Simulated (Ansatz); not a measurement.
Relaxation of a periodic cell of 17 atoms, Si16O (host Si, host structure diamond, interstitial O), to a largest force component of 0.03 eV/Å in at most 60 steps.

These are results of Ansatz, DFT PBE, scalar-relativistic, plane waves, PAW, not measurements. Settings: cutoff 420 eV, k mesh 2x2x2, fermi-dirac smearing 0.05 eV, spin collinear.

```xyz
17
Lattice="0.0000 5.4300 5.4300 5.4300 0.0000 5.4300 5.4300 5.4300 0.0000" Properties=species:S:1:pos:R:3
Si 0.000 0.000 0.000
Si 1.357 1.357 1.357
Si 2.715 2.715 0.000
Si 4.072 4.072 1.357
Si 2.715 0.000 2.715
Si 4.072 1.357 4.072
Si 5.430 2.715 2.715
Si 6.787 4.072 4.072
Si 0.000 2.715 2.715
Si 1.357 4.072 4.072
Si 2.715 5.430 2.715
Si 4.072 6.787 4.072
Si 2.715 2.715 5.430
Si 4.072 4.072 6.787
Si 5.430 5.430 5.430
Si 6.787 6.787 6.787
O 8.159 8.128 8.166
```

Task: Where does it end, and by what steps?

Result: The run converged. Limits of this set-up: coarse k mesh. After 20 steps the energy has fallen by 3.458 eV; O17 moved furthest, 1.43 Å. Joined: Si3–O17.

| step | energy less start (eV) | largest force component (eV/Å) | accepted |
| --- | --- | --- | --- |
| 0 | 0.0000 | 0.388 | yes |
| 1 | -0.0733 | 0.295 | yes |
| 2 | -0.1926 | 0.393 | yes |
| 3 | -0.4325 | 0.566 | yes |
| 4 | -0.2348 | 3.812 | no |
| 5 | -0.6698 | 0.726 | yes |
| 6 | -0.8239 | 0.776 | yes |
| 7 | -0.9904 | 0.639 | yes |
| 8 | -1.1513 | 0.331 | yes |
| 9 | -1.2214 | 0.387 | yes |
| 10 | -1.2608 | 0.229 | yes |
| 11 | -1.3308 | 0.430 | yes |
| 12 | -1.4347 | 0.650 | yes |
| 13 | -1.6704 | 0.677 | yes |
| 14 | -1.8638 | 1.369 | yes |
| 15 | -2.2531 | 1.905 | yes |
| 16 | -2.9732 | 1.505 | yes |
| 17 | -3.1531 | 1.876 | yes |
| 18 | -3.4392 | 0.199 | yes |
| 19 | -3.4548 | 0.087 | yes |
| 20 | -3.4584 | 0.012 | yes |

```xyz
17
Lattice="0.0000 5.4300 5.4300 5.4300 0.0000 5.4300 5.4300 5.4300 0.0000" Properties=species:S:1:pos:R:3
Si 0.047 0.112 -0.143
Si 1.400 1.379 1.321
Si 2.949 2.450 -0.025
Si 3.940 4.235 1.070
Si 2.749 0.047 2.651
Si 4.086 1.464 3.952
Si 5.229 2.826 2.406
Si 6.637 4.126 3.727
Si 0.064 2.673 2.746
Si 1.414 4.111 4.022
Si 2.773 5.487 2.685
Si 4.356 6.553 4.109
Si 2.738 2.739 5.393
Si 4.104 4.007 6.823
Si 5.646 5.215 5.516
Si 6.811 6.831 6.769
O 7.516 8.174 9.444
```

Whether the end is a true minimum wasn't checked by a vibrational analysis.

Run time: 98 s on 2 threads of AMD EPYC 9R45 (Zen 5) (shared host), peak memory 0.85 GiB.
